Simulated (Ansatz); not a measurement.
Energy needed to pull apart SiHSBr (SMILES S[Si]Br), closed shell, into free ground-state atoms, from the structure below (displaced at random from a GFN2-xTB minimum); no zero-point or spin–orbit terms; open-shell atoms are treated unrestricted, in their ground-state multiplicity.

```json
{"atom": "S1", "x (Å)": "-0.1403", "y (Å)": "1.0126", "z (Å)": "-0.6093"}
{"atom": "Si2", "x (Å)": "-0.3029", "y (Å)": "-0.9474", "z (Å)": "0.4726"}
{"atom": "Br3", "x (Å)": "1.9335", "y (Å)": "-1.1776", "z (Å)": "1.1233"}
{"atom": "H4", "x (Å)": "-1.4752", "y (Å)": "1.0500", "z (Å)": "-0.9556"}
```

Ansatz 0.2.0; basis: def2-TZVPP; cores frozen in the correlated methods. Filled d shells of the heavier atoms are correlated. The def2 sets are not built for correlating such inner shells, so the correlated values are less sure here. B3LYP uses VWN-RPA correlation.

```tsv
method	atomization energy (eV)
PBE-D4	11.75
BLYP-D4	11.43
r2SCAN-D4	?
PBE0-D4	11.36
B3LYP-D4	?
wB97M-V	11.47
HF	7.54
MP2	11.11
CCSD	10.53
CCSD(T)	10.87
```

Problem. What does B3LYP-D4 give? (An estimate is asked for; the value comes from the calculation.)

Solution. By the calculation: 11.29 eV, which is about 0.43 eV more than CCSD(T)/def2-TZVPP.

Problem. What does r2SCAN-D4 give? (To be estimated.)

Solution. By the calculation: 11.48 eV, which is about 0.62 eV more than CCSD(T)/def2-TZVPP.

In triple zeta the MP2 and coupled-cluster atomization energies are still short of their basis limit by a few kcal/mol a bond, whereas those of the functionals are nearly converged, so these differences are not deviations from converged CCSD(T).

T1 diagnostic: at most 0.014. The restricted Hartree–Fock reference is unstable towards an unrestricted one here.

For scale, one of the runs: CCSD(T)/def2-TZVPP forces, 146 basis functions (an equivalent command: `ansatz run in.yaml --threads 4`). The run took 68 s on 4 CPU threads (shared host), with 1.4 GiB of host memory at its peak.
